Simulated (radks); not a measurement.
Q: All-electron atom: Ar9+ in [He] 2s2 2p5. Method: scalar-relativistic Kohn-Sham, LDA (Slater exchange, Perdew-Wang correlation), spin-unpolarised, spherical densities, point nucleus; computed with a radial shooting solver on a logarithmic mesh with Libxc functionals. Some entries of the table are withheld. Estimate them.

orbital  occ.  eigenvalue (Ry)  <1/r> (bohr^-1)  r(max) (bohr)
1s          2        -247.1643            17.66        0.05618
2s          2        -37.91009              (1)         0.3330
2p          5        -33.37821              (2)         0.2725

A: 
(1) 2s <1/r> (bohr^-1): 3.673
(2) 2p <1/r> (bohr^-1): 3.592
